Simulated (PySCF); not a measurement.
**Structure elucidation problem**

The spectra below were simulated for a compound C4H7F3NPSi.

¹H NMR (400 MHz, computed): δ 4.94 (m, 3H), 2.61 (m, 1H), 1.88 (m, 3H).

¹³C{¹H} NMR (computed): δ 131.4 (C), 101.7 (CH), 81.1 (C), 19.9 (CH3).

[PySCF 2.14.0 with density-fitted response routines: PBE0/pcSseg-1 with gauge-including orbitals; coordinates at the GFN2-xTB level; isolated molecule; fast rotation and ring inversion assumed for equivalent nuclei; relativity neglected; a single conformation]

Scale: ¹H (31.72 ppm) and ¹³C (186.93 ppm) vs TMS (reference shieldings calculated alike).

Question: Deduce the structure.

Answer: 
4 carbon signals for 4 carbons: no two carbons are equivalent. Carbon types of the structure: 2 × C, 1 × CH, 1 × CH3, leaving 3 H on heteroatoms. δC 131.4: CF3 carbon; 3 electronegative neighbours deshield it. δC 101.7: terminal alkyne carbon; sp carbons lie upfield of alkene carbons because the cylindrical π system leaves one tensor component strongly shielded. δC 81.1: alkyne carbon; sp carbons lie upfield of alkene carbons because the cylindrical π system leaves one tensor component strongly shielded. δC 19.9: methyl carbon bonded to P. δH 4.94: hydrogen on a silicon bonded to N. δH 2.61: hydrogen on a terminal alkyne carbon; it lies on the axis of the triple bond, in its shielding cone. δH 1.88: hydrogen on a methyl carbon bonded to P.

These data were computed for `InChI=1S/C4H7F3NPSi/c1-3-9(2,8-10)4(5,6)7/h1H,2,10H3/t9-/m1/s1`.

This is the structure that produced the data.

Splittings by ¹⁹F and ³¹P in the carbon and heteronuclear signals aren't shown, as no couplings were computed. Shifts are as computed. Against solution values, carbons near 30 ppm lie about +3 ppm off and those near 130 ppm about +5 ppm. Of 1211 compounds with measured shifts, 218 miss one by over three times the rms of a fit or turn the order of signals round; such compounds aren't used in these exercises. Multiplicities follow the n + 1 count of equivalent neighbours, as no J values were calculated; m marks all less simple cases, F and P coupling included.
